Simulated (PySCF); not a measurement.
Structure problem from calculated spectra and properties.

Elements present: C, H and O. Monoisotopic mass: 130.0630 u.

| Property | Result |
| --- | --- |
| Triplet | lowest triplet excitation (Tamm–Dancoff): 4.18 eV [TDA CAM-B3LYP/def2-SVPD] |
| 1H NMR | chemical shifts (computed TMS as zero) by class: 7.74 (1 H), 5.17 (1 H), 4.77 (1 H), 3.73 (2 H), 3.11 (2 H), 1.36 (3 H) ppm [GIAO HF/pcSseg-1] |
| Rotational structure | rotational constants A, B, C: 5.925, 0.655, 0.621 GHz [PBE0-D3(BJ)/def2-SVP] |
| 13C NMR | chemical shifts (computed TMS as zero) by class: 175.0 (1 C), 147.7 (1 C), 102.3 (1 C), 61.5 (1 C), 59.8 (1 C), 17.3 (1 C) ppm [GIAO HF/pcSseg-1] |
| Dipole | 2.00 D [CAM-B3LYP/def2-SVPD] |
| UV, strongest line | among the 10 lowest singlet transitions: S2 at 6.54 eV (190 nm, f = 0.454) [TDDFT CAM-B3LYP/def2-SVPD] |
| Polarisability | 88.0 au [CAM-B3LYP/def2-SVPD] |
| UV, first state | lowest singlet excitation: 5.74 eV (216 nm, f = 0.001) [TDDFT CAM-B3LYP/def2-SVPD] |
| NMR, other nuclei | isotropic shieldings of nuclei other than C and H, by class: -92 (1 O), 136 (1 O), 328 (1 O) ppm [GIAO HF/pcSseg-1] |

Electronic properties: PySCF, gas phase, density fitting. Levels stand in brackets. Isolated species at its PBE0-D3(BJ)/def2-SVP geometry (one conformer only). NMR values are class means; diastereotopic atoms form classes of their own.

Question: Which formula fits the mass and the elements?

Answer: C6H10O3 (calculated 130.0630). No other formula that holds each of these elements comes within 0.0003 u with a fitting electron parity and a possible valence count.

Question: Propose a structure and show how it fits.

Answer: Numbering: `[CH2:1]=[CH:2][O:3][C:4](=[O:5])[CH2:6][O:7][CH2:8][CH3:9]`. Its formula, C6H10O3, gives 2 degrees of unsaturation: 0 rings and 2 π bonds in the structure found. 6 carbons fall into 6 classes; from least to most shielded: ester carbonyl carbon [C4] (175.0 ppm), vinylic carbon bearing oxygen [C2] (147.7 ppm), terminal =CH2 carbon [C1] (102.3 ppm), sp3 carbon bound to oxygen [C6] (61.5 ppm), sp3 carbon bound to oxygen [C8] (59.8 ppm), methyl carbon [C9] (17.3 ppm). Hydrogen classes from least to most shielded: 1 H on a vinylic carbon bearing oxygen, C2 (7.74 ppm), 1 H on a terminal =CH2 carbon, C1 (5.17 ppm), 1 H on a terminal =CH2 carbon, C1 (4.77 ppm), 2 H on an sp3 carbon bound to oxygen, C6 (3.73 ppm, a mean of values up to 0.6 ppm apart in this geometry), 2 H on an sp3 carbon bound to oxygen, C8 (3.11 ppm, a mean of values up to 0.9 ppm apart in this geometry), 3 H on a methyl carbon, C9 (1.36 ppm, a mean of values up to 0.7 ppm apart in this geometry). The other shieldings belong to: -92 ppm, ester carbonyl oxygen [O5]; 136 ppm, ester single-bonded oxygen [O3]; 328 ppm, ether oxygen [O7]. The optimised geometry has point group C1 and is an asymmetric top. Structure: `C=COC(=O)COCC`. Computed isomers that give other values at the same levels: `C=C(C)COC(=O)OC` (rotational constant A: 4.468 GHz; this holds for the one conformer computed); `C=COC(=O)CCOC` (rotational constant A: 7.139 GHz; this holds for the one conformer computed). The assignments are read from this structure; whether some other isomer fits the data as well wasn't checked.
